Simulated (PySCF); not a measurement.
Vertical excitations of a molecule C2H7NOSi2 from TDDFT-LC-ωPBE/def2-SVPD run with PySCF, as energy in eV (oscillator strength): 3.99 (0.000), 6.69 (0.020), 7.22 (0.016), 7.50 (0.003), 7.55 (0.287), 7.64 (0.106), 7.72 (0.000), 8.00 (0.021). Lowest triplet (TDA): 3.29 eV. The structure is a stationary point at B3LYP-D3(BJ)/def2-SVP. The values are those of a single conformer.

Question: Which molecule gave these data?
(A) CC1=N[SiH2]O[SiH2]1
(B) C#C[Si@@H](N)O[SiH3]
(C) C1=C[SiH2]N[SiH2]O1
(D) O=C/C=N/[SiH2][SiH3]

Answer: A, CC1=N[SiH2]O[SiH2]1
